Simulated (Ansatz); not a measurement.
`[SiH3]CI` + HBr → `BrCI` + SiH₄ at 700 K and 1 bar (substitution at a C–Si bond).

Program: Ansatz. Geometries: PBE0-D4/def2-TZVP. ΔE: electronic, gas phase. CBS: MP2 limit from def2 TZ/QZ plus the TZ coupled-cluster correction, frozen cores. This one scheme is used for every species. Elements past krypton have def2 core potentials. For Br, I outer-core shells are correlated without core-valence functions, which leaves a few kJ/mol of doubt a bond. Scalar relativity is left out up to krypton.

```
   species  CCSD(T)/CBS energy (Eh)  H − E (kJ/mol)  S (J/(mol·K))
`[SiH3]CI`               -627.57596           194.8          403.6
       HBr              -2573.91920            36.5          223.7
    `BrCI`              -2910.00605           113.5          364.6
      SiH₄               -291.46306           115.5          252.9
```

H − E and S are ideal-gas, rigid-rotor, harmonic terms from PBE0-D4/def2-TZVP. 1 Eh = 2625.50 kJ/mol, R = 8.31446 J/(mol·K).

Question: By hand: ΔE, ΔH, ΔS and ΔG.

Answer: ΔE = (-2910.00605) + (-291.46306) − (-627.57596) − (-2573.91920) = 0.02605 Eh = 68.4 kJ/mol. Δ(H − E) = 113.5 + 115.5 − 194.8 − 36.5 = -2.3, so ΔH = 66.1 kJ/mol. ΔS = 364.6 + 252.9 − 403.6 − 223.7 = -9.8 J/(mol·K). ΔG = 66.1 − 700 × (-9.8)/1000 = 73.0 kJ/mol.

Question: By hand: the equilibrium constant, and the temperature at which ΔG would vanish if ΔH and ΔS stayed fixed.

Answer: log₁₀ K = −ΔG/(RT ln 10) = -5.4. ΔH and −TΔS have one sign here, so there is no such temperature.

The number of gas molecules stays the same, so ΔS is small and ΔH decides. A doubt of 5 kJ/mol in ΔE shifts log₁₀ K by 0.4 here. These are equilibria of isolated gas molecules and say nothing of rates. Largest T1 diagnostic: 0.011 (customary marks: 0.02 for closed shells, 0.045 for open ones).
